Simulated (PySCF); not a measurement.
SF6.
Geometry (PBE0-D3(BJ)/def2-SVP, Å), atoms numbered from 1 in this order:
```xyz
7
SF6 angstrom
F      0.7482    0.8901   -0.9563
S      0.0005    0.0022    0.1170
F     -1.0538   -0.4307   -0.9784
F     -0.9091    1.2362    0.5036
F      0.9102   -1.2318   -0.2698
F     -0.7482   -0.8864    1.1891
F      1.0540    0.4349    1.2133
```

Level of theory: PySCF, delta-SCF UKS SCAN, pcX-2 on the ionised atom, pcseg-1 elsewhere, spin-free X2C. Each 1s hole has a ground state of its own, since the core basis sits on the ionised atom alone.

```csv
ionised atom,basis functions,E(ground) (Eh),E(ionised) (Eh)
F1,133,-998.43399,-972.89618
S2,144,-998.59296,-907.10195
```

**Question.** What are the 1s binding energies?

**Answer.** E(ionised) − E(ground), at 27.2114 eV a hartree:

```json
{"atom": "F1", "environment": "sulfur-bound fluorine", "difference (Eh)": "25.53781", "binding energy (eV)": "694.92"}
{"atom": "S2", "environment": "sulfur bonded to 6 F", "difference (Eh)": "91.49101", "binding energy (eV)": "2489.60"}
```

**Question.** How much do the ground-state energies differ, and what would follow from using one of them for all holes?

**Answer.** They run from -998.5930 Eh (core basis on S2) to -998.4340 Eh (on F1), 0.1590 Eh or 4.33 eV apart, though the state is the same; only basis and grid differ. Pairing the ion of F1 with the ground state of S2 would put its binding energy 4.33 eV too high.

Only 1s holes are shown. The first atom of each set that the bonding makes equivalent was ionised and stands for the set. Isolated species at its PBE0-D3(BJ)/def2-SVP geometry, gas phase.
